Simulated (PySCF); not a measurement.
# Nd⁵⁴⁺: ionisation energy

Nd⁵⁴⁺ [He] 2s2 2p2 (3P) → Nd⁵⁵⁺ [He] 2s2 2p1 (2P), as a difference of total energies. All numbers are calculated (PySCF 2.14, the spin-free X2C one-electron Hamiltonian (Gaussian nucleus), in an even-tempered Gaussian basis (19 s from 30 bohr⁻², ratio 2.2; 12 p from 39 bohr⁻², ratio 2.2; 5 d from 150 bohr⁻², ratio 2.4; 5 f from 220 bohr⁻², ratio 2.4; 4 g from 330 bohr⁻², ratio 2.4)). Correlated levels: nothing frozen; virtual orbitals above 40 to 60 times the deepest correlated orbital energy dropped. The calculations carry no spin-orbit coupling.

```csv
method,ionisation energy (eV),difference from reference (eV)
UHF,11043.2,-340.8
LDA,11036.9,-347.1
PBE,11041.2,-342.8
PBE0,11042.0,-342.0
r2SCAN,11046.3,-337.7
BLYP,11042.9,-341.1
BHandHLYP,11043.7,-340.3
MP2 (all electrons),11042.9,-341.1
SCS-MP2 (all electrons),11042.5,-341.5
```

Reference: 11384 ± 5 eV (theoretical estimate listed by NIST; NIST Atomic Spectra Database, ionization energies).

Spin-orbit coupling is strong in these open shells (close to jj coupling). The scalar numbers leave it out and a first-order estimate fails, so it can dominate the gap to the real levels.

For this ion Breit and QED terms and the two-electron picture change, all absent here, outweigh the differences among the correlated methods.
